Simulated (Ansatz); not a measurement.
System: TiO2, charge 0, multiplicity 3. The spin state was set by rule; other spins were not relaxed. SMILES of the parent species: [O]=[Ti]=[O]
Coordinates optimised at B3LYP-D3(BJ)/def2-TZVP (Ansatz, a program for electronic structure):
```
Ti
O 1 1.7172
O 1 1.7172 2 153.12
```
Charge 0, spin multiplicity 3.

Parts of the frozen-core correlation energy in STO-3G (Ansatz, hartree). Frozen orbitals: 11; correlated occupied orbitals by spin: 9 and 7; virtual: 8 and 10. UHF or UKS for open shells. No spin-orbit coupling. Non-relativistic. The program attaches cautions to this run: large difference.

```tsv
term	value
reference (HF)	-987.46781
MP2 opposite-spin	___
MP2 same-spin	___
CCSD correlation	___
(T)	-0.02473
T1 diagnostic	0.107
largest doubles amplitude	0.112
<S^2> of the reference	2.188
```

Task: Fill in the missing entries.

Result: 
- MP2 opposite-spin, value: -0.11130
- MP2 same-spin, value: -0.04806
- CCSD correlation, value: -0.18610
